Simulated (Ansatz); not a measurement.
Consider the redistribution: `C=N[SiH2]O[SiH3]` + `[SiH3][BH][AlH][SiH3]` → `C=N[SiH2][AlH][SiH3]` + `[SiH3]BO[SiH3]`.

Gas-phase electronic energies from Ansatz, PBE0-D4/def2-TZVP geometries. CCSD(T)/CBS is the MP2 limit (def2-TZVPP, def2-QZVPP) plus CCSD(T) − MP2 in def2-TZVPP, frozen cores. One conformer a species, not always the lowest.

```json
{"species": "`C=N[SiH2]O[SiH3]`", "CCSD/CBS(def2) energy (Eh)": "-750.33686"}
{"species": "`[SiH3][BH][AlH][SiH3]`", "CCSD/CBS(def2) energy (Eh)": "-849.68622"}
{"species": "`C=N[SiH2][AlH][SiH3]`", "CCSD/CBS(def2) energy (Eh)": "-917.66722"}
{"species": "`[SiH3]BO[SiH3]`", "CCSD/CBS(def2) energy (Eh)": "-682.36420"}
```

Task: Work out ΔE.

Result: ΔE = (-917.66722) + (-682.36420) − (-750.33686) − (-849.68622) = -0.00834 Eh = -21.9 kJ/mol. CCSD(T)/CBS gives -25.5 kJ/mol.

Largest T1 diagnostic among the species: 0.014.

From PBE to PBE0 (25 % exact exchange), in def2-TZVPP and without D4, ΔE moves by +6.9 kJ/mol. In def2-TZVPP, CCSD(T) changes the Hartree–Fock value by −15.1 kJ/mol (the triples alone add −3.6 kJ/mol) and MP2 by −14.2 kJ/mol.
